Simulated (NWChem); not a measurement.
System: Si2N2H5Cl; SMILES Cl[SiH]1N[SiH2]N1

Input file for NWChem:

```
start job
memory heap 200 mb stack 900 mb global 1100 mb
geometry units angstroms noautosym nocenter noautoz
  Cl     0.440239     2.200389     0.007406
  Si    -0.649272     0.418991    -0.017185
  N     -0.176034    -0.751271    -1.203446
  Si     0.356684    -1.909540     0.002719
  N     -0.165748    -0.727702     1.192961
  H     -2.056245     0.873200    -0.044642
  H     -0.381516    -0.837312    -2.186742
  H     -0.388783    -3.197667    -0.010669
  H      1.810388    -2.232183     0.029847
  H      0.141379    -0.575439     2.141923
end
basis spherical
  Cl library def2-svp
  Si library def2-svp
  N library def2-svp
  H library def2-svp
end
dft
  xc m06-2x
  iterations 150
end
cosmo
  do_cosmo_smd true
  solvent water
end
task dft energy
```

Excerpt of the output:

```
             Northwest Computational Chemistry Package (NWChem) 7.3.0
             --------------------------------------------------------

                             Geometry "geometry" -> ""
                             -------------------------

 Output coordinates in angstroms (scale by  1.889725989 to convert to a.u.)

  No.       Tag          Charge          X              Y              Z
 ---- ---------------- ---------- -------------- -------------- --------------
    1 Cl                  17.0000     0.44023900     2.20038900     0.00740600
    2 Si                  14.0000    -0.64927200     0.41899100    -0.01718500
    3 N                    7.0000    -0.17603400    -0.75127100    -1.20344600
    4 Si                  14.0000     0.35668400    -1.90954000     0.00271900
    5 N                    7.0000    -0.16574800    -0.72770200     1.19296100
    6 H                    1.0000    -2.05624500     0.87320000    -0.04464200
    7 H                    1.0000    -0.38151600    -0.83731200    -2.18674200
    8 H                    1.0000    -0.38878300    -3.19766700    -0.01066900
    9 H                    1.0000     1.81038800    -2.23218300     0.02984700
   10 H                    1.0000     0.14137900    -0.57543900     2.14192300

 Effective nuclear repulsion energy (a.u.)     364.1093231038

                                 NWChem DFT Module
                                 -----------------

 Summary of "ao basis" -> "ao basis" (spherical)
 ------------------------------------------------------------------------------
       Tag                 Description            Shells   Functions and Types
 ---------------- ------------------------------  ------  ---------------------
 Cl                         def2-svp                 8       18   4s3p1d
 Si                         def2-svp                 8       18   4s3p1d
 N                          def2-svp                 6       14   3s2p1d
 H                          def2-svp                 3        5   2s1p

 in cosmo_initialize ...
 calling solv_data for solv:h2o

 solvent parameters
 solvname_short: h2o
 solvname_long:  water
 dielec:       78.4000
 dielecinf:     1.7769
 aqueous SMD model solvent descriptors
 dielec:       78.4000
 sola:          0.8200

          ---------------
          -cosmo- solvent
          ---------------
 Cosmo: York-Karplus, doi: 10.1021/jp992097l
 dielectric constant -eps-     =  78.40
 screen = (eps-1)/(eps    )    =   0.98724
 surface charge correction     = lagrangian

   van der Waals surface
 --------------------------

 ---------- ATOMIC COORDINATES (A.U.) ------------ VDWR(ANG.) --
     1    0.83193108    4.15813228    0.01399531     2.380
     2   -1.22694617    0.79177818   -0.03247494     2.470
     3   -0.33265602   -1.41969633   -2.27418318     1.890
     4    0.67403502   -3.60850736    0.00513816     2.470
     5   -0.31321830   -1.37515738    2.25436941     1.890
     6   -3.88573962    1.65010873   -0.08436115     1.200
     7   -0.72096070   -1.58229025   -4.13234319     1.200
     8   -0.73469334   -6.04271443   -0.02016149     1.200
     9    3.42113725   -4.21821423    0.05640265     1.200
    10    0.26716757   -1.08742203    4.04764756     1.200
 number of segments per atom =        128
 number of   points per atom =        128
 atom (   nspa,  nppa )
 ----------------------
    1 (     96,     0 )       0
    2 (     51,     0 )       0
    3 (     34,     0 )       0
    4 (     78,     0 )       0
    5 (     33,     0 )       0
    6 (     30,     0 )       0
    7 (     45,     0 )       0
    8 (     32,     0 )       0
    9 (     31,     0 )       0
   10 (     45,     0 )       0
 number of -cosmo- surface points =      475
 molecular surface =    150.953 angstrom**2
 molecular volume  =    152.670 angstrom**3
 -lineq- algorithm             =   0
 -bem- low  level              =   3
 -bem- from -octahedral-
 gaussian surface charge width =   4.50000
 degree of switching           =   1.00000
 switching function tolerance  =   0.00010
 atomic radii =
 --------------
    1 17.000  2.380
    2 14.000  2.470
    3  7.000  1.890
    4 14.000  2.470
    5  7.000  1.890
    6  1.000  1.200
    7  1.000  1.200
    8  1.000  1.200
    9  1.000  1.200
   10  1.000  1.200
 ...... end of -cosmo- initialization ......

[...]

                                COSMO-SMD solvation results
                                ---------------------------

             internal energy in gas <Psi(g)|H|Psi(g)> =     -1151.334738876539
         internal energy in solvent <Psi(s)|H|Psi(s)> =     -1151.334001239735
                               delta internal energy  =         0.000737636803 (    0.46 kcal/mol)
   total free energy in solvent <Psi(s)|H+V/2|Psi(s)> =     -1151.342006767456
 polarization energy contribution <Psi(s)|V/2|Psi(s)> =        -0.008005527721 (   -5.02 kcal/mol)
    total free energy in solvent including G(SMD-CDS) =     -1151.336619504211
                       G(SMD-CDS) energy contribution =         0.005387263246 (    3.38 kcal/mol)
     1 M fixed-concentration free energy of solvation =        -0.001880627672 (   -1.18 kcal/mol)

                       DFT Final Molecular Orbital Analysis
                       ------------------------------------

 Vector   30  Occ=2.000000D+00  E=-3.691502D-01
              MO Center= -1.0D-01,  1.2D+00, -9.4D-03, r^2= 4.2D+00
   Bfn.  Coefficient  Atom+Function         Bfn.  Coefficient  Atom+Function
  ----- ------------  ---------------      ----- ------------  ---------------
    11      0.448627   1 Cl px                8      0.323416   1 Cl px
    12     -0.261901   1 Cl py               83      0.219130   6 H  s
     5      0.186498   1 Cl px                9     -0.186795   1 Cl py
    84      0.174211   6 H  s                41      0.164345   3 N  py
    73      0.154192   5 N  py               44     -0.125578   3 N  py

 Vector   31  Occ=2.000000D+00  E=-3.301484D-01
              MO Center=  2.6D-02, -1.0D+00,  4.7D-02, r^2= 4.4D+00
   Bfn.  Coefficient  Atom+Function         Bfn.  Coefficient  Atom+Function
  ----- ------------  ---------------      ----- ------------  ---------------
    72      0.281198   5 N  px               40      0.261022   3 N  px
    75     -0.226350   5 N  px               98      0.217865   9 H  s
    99      0.212939   9 H  s                43     -0.208405   3 N  px
    93     -0.199140   8 H  s                94     -0.199326   8 H  s
    12     -0.191262   1 Cl py               84     -0.159219   6 H  s

 Vector   32  Occ=2.000000D+00  E=-3.204235D-01
              MO Center= -1.6D-01, -6.6D-01, -4.3D-02, r^2= 2.6D+00
   Bfn.  Coefficient  Atom+Function         Bfn.  Coefficient  Atom+Function
  ----- ------------  ---------------      ----- ------------  ---------------
    40      0.368616   3 N  px               72     -0.345754   5 N  px
    43     -0.338405   3 N  px               75      0.318957   5 N  px
    41      0.171313   3 N  py               73     -0.166751   5 N  py
    44     -0.160779   3 N  py               76      0.156188   5 N  py
    13     -0.115631   1 Cl pz               10     -0.088702   1 Cl pz

 Vector   33  Occ=0.000000D+00  E= 3.809629D-02
              MO Center= -7.4D-03, -1.0D+00, -9.7D-03, r^2= 5.8D+00
   Bfn.  Coefficient  Atom+Function         Bfn.  Coefficient  Atom+Function
  ----- ------------  ---------------      ----- ------------  ---------------
    63      0.851889   4 Si pz               39      0.732709   3 N  s
    71     -0.728731   5 N  s                31      0.677328   2 Si pz
    60      0.210680   4 Si pz               28      0.202962   2 Si pz
    13     -0.197116   1 Cl pz               57     -0.117714   4 Si pz
    89     -0.108312   7 H  s                25     -0.105896   2 Si pz

 Vector   34  Occ=0.000000D+00  E= 9.144246D-02
              MO Center= -5.1D-01, -4.4D-02, -2.8D-02, r^2= 5.9D+00
   Bfn.  Coefficient  Atom+Function         Bfn.  Coefficient  Atom+Function
  ----- ------------  ---------------      ----- ------------  ---------------
    30      1.036205   2 Si py               62     -0.712639   4 Si py
    84     -0.698386   6 H  s                94     -0.690991   8 H  s
    21      0.575037   2 Si s                71      0.521871   5 N  s
     4     -0.490479   1 Cl s                39      0.488988   3 N  s
    99     -0.484768   9 H  s                54      0.416984   4 Si s

 Vector   35  Occ=0.000000D+00  E= 1.004410D-01
              MO Center= -6.9D-03, -6.4D-01, -2.7D-02, r^2= 6.3D+00
   Bfn.  Coefficient  Atom+Function         Bfn.  Coefficient  Atom+Function
  ----- ------------  ---------------      ----- ------------  ---------------
    39      1.094629   3 N  s                71      1.078669   5 N  s
    62     -0.980737   4 Si py               22     -0.916113   2 Si s
    54     -0.678514   4 Si s                61      0.508671   4 Si px
    84      0.489416   6 H  s               104     -0.459873  10 H  s
    89     -0.457036   7 H  s                12     -0.299655   1 Cl py

     Multipole analysis of the density
     ---------------------------------

     L   x y z        total         alpha         beta         nuclear
     -   - - -        -----         -----         ----         -------
     0   0 0 0     -0.000000    -32.000000    -32.000000     64.000000

     1   1 0 0     -0.229064     -0.228464     -0.228464      0.227863
     1   0 1 0     -0.773453     -0.591492     -0.591492      0.409532
     1   0 0 1     -0.058897      0.178705      0.178705     -0.416307

     2   2 0 0    -39.509892    -54.053641    -54.053641     68.597390
     2   1 1 0     -1.615490     -1.769398     -1.769398      1.923307
     2   1 0 1      1.686033     -2.033665     -2.033665      5.753363
     2   0 2 0    -40.926147   -306.997727   -306.997727    573.069307
     2   0 1 1      0.812287     -1.169495     -1.169495      3.151277
     2   0 0 2    -32.583383    -68.925448    -68.925448    105.267514
```

Level: M06-2X/def2-SVP, SMD on the gas-phase geometry. Coordinates come from a B3LYP/6-31G* (spherical d) optimisation. Solvent: water.
